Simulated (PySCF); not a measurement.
C3H7AlO2. Atoms are numbered in the order given.

```xyz
13

Al     0.0898     0.0139     0.9164
C      0.2177    -1.1048    -0.6906
C     -0.5170    -0.4684    -1.8268
C      0.0069     0.3289    -2.7682
H     -0.1628    -2.1139    -0.4614
H      1.2944    -1.2070    -0.9187
H     -1.6015    -0.6444    -1.8494
H      1.0809     0.5434    -2.8048
H     -0.6160     0.7817    -3.5437
O     -0.1748     1.6974     0.8134
H     -0.3054     2.1321    -0.0357
O      0.2589    -0.6967     2.4530
H      0.2245    -0.2115     3.2826
```

Coordinates come from a B3LYP-D3(BJ)/def2-SVP optimisation. One conformer was computed; it need not be the lowest.

These are PBE/def2-TZVP (PySCF) values and carry that method's errors.

Isolated molecule, no solvent.

| Property | Result |
|---|---|
| total energy | -511.16899 hartree |
| highest occupied level | -5.81 eV |
| lowest empty level | -1.19 eV |
| orbital gap | 4.61 eV |
| dipole moment | 0.45 D |
| quadrupole, principal values (traceless, Buckingham form, about the centre of nuclear charge) | -5.26, 0.68, 4.57 D·Å |
| mean static polarisability | 69.7 bohr³ (10.33 Å³) |
| polarisability, principal values | 57.2, 61.7, 90.2 bohr³ |
